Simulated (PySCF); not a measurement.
**Solvent effects on NMR parameters**

Atoms are numbered as in `[CH:1]1=[CH:2][C@H:3]2[CH2:4][C@@H:5]1[c:6]1[cH:7][cH:8][cH:9][cH:10][c:11]12`. Each H is labelled by its parent atom. Ha(C4) is cis to C6 on the ring; Hb(C4) is trans to C6 on the ring.

GIAO PBE0/pcSseg-1 in PySCF 2.14 on one PBE0-D3(BJ)/def2-SVP conformer, non-relativistic, equivalent nuclei averaged. Solvents enter as an IEF-PCM continuum (acetonitrile with ε = 35.7, water with ε = 78.4) around the gas-phase geometry. Shifts are referred to TMS computed in the same medium.

Gas phase, δ in ppm: C6/C11 157.9, C1/C2 154.3, C8/C9 130.0, C7/C10 127.2, C4 74.9, C3/C5 54.1, H(C7)/H(C10) 7.37, H(C8)/H(C9) 7.07, H(C1)/H(C2) 7.05, H(C3)/H(C5) 3.59, Hb(C4) 2.23, Ha(C4) 2.10. Dipole moment 0.51 D.

(1) How does each δ change in the continuum?

(2) Which of the listed nuclei move most (in ppm), and what does the model miss?

Answers

(1) 
| atoms | environment | Δδ, acetonitrile | Δδ, water |
| --- | --- | --- | --- |
| C6/C11 | substituted aromatic carbon | +2.6 | +2.7 |
| C1/C2 | alkene CH | +2.0 | +2.1 |
| C8/C9 | aromatic CH | +0.9 | +1.0 |
| C7/C10 | aromatic CH | +1.3 | +1.3 |
| C4 | sp3 CH2 in a ring | +1.5 | +1.6 |
| C3/C5 | sp3 CH on an aromatic ring | +1.0 | +1.1 |
| H(C7)/H(C10) | hydrogen on an aromatic CH | +0.23 | +0.24 |
| H(C8)/H(C9) | hydrogen on an aromatic CH | +0.18 | +0.19 |
| H(C1)/H(C2) | hydrogen on an alkene CH | +0.20 | +0.20 |
| H(C3)/H(C5) | hydrogen on an sp3 CH on an aromatic ring | +0.24 | +0.25 |
| Hb(C4) | hydrogen on an sp3 CH2 in a ring | +0.02 | +0.03 |
| Ha(C4) | hydrogen on an sp3 CH2 in a ring | 0.00 | 0.00 |

Changes are relative to the gas phase. The dipole moment becomes 0.75 D in acetonitrile, 0.75 D in water.

(2) C6/C11 (substituted aromatic carbon, +2.7 ppm) in water. A continuum only polarises the solute; specific hydrogen bonds, the anisotropy of aromatic solvents and changes of geometry or conformer are outside it.
